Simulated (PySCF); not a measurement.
# Excitation energy of Pd⁺ by level of theory

Pd⁺ [Kr] 4d9 (2D) → Pd⁺ [Kr] 4d8 5s1 (4F), as a difference of total energies. All numbers are calculated (PySCF 2.14, scalar relativity by spin-free X2C-1e, in ANO-RCC-VTZP (7s6p4d2f1g, 68 functions)). Correlated levels: valence: [Kr] frozen; valence and next inner shell: [Ar] 3d10 frozen. The calculations carry no spin-orbit coupling.

Q: Order these methods by the excitation energy they give, lowest first.
A. PBE
B. SCS-MP2 (valence and next inner shell)
C. HSE06
D. r2SCANh

A: D (3.033 eV), C (3.252 eV), A (3.302 eV), B (3.500 eV).

Errors of the correlated levels include the incompleteness of this basis and the frozen core.

The basis was made for the ground configuration and has no added diffuse functions, so the excitation energy can come out too high.

For comparison: 3.194 eV (measured; NIST levels, between the centres of gravity of the two terms).
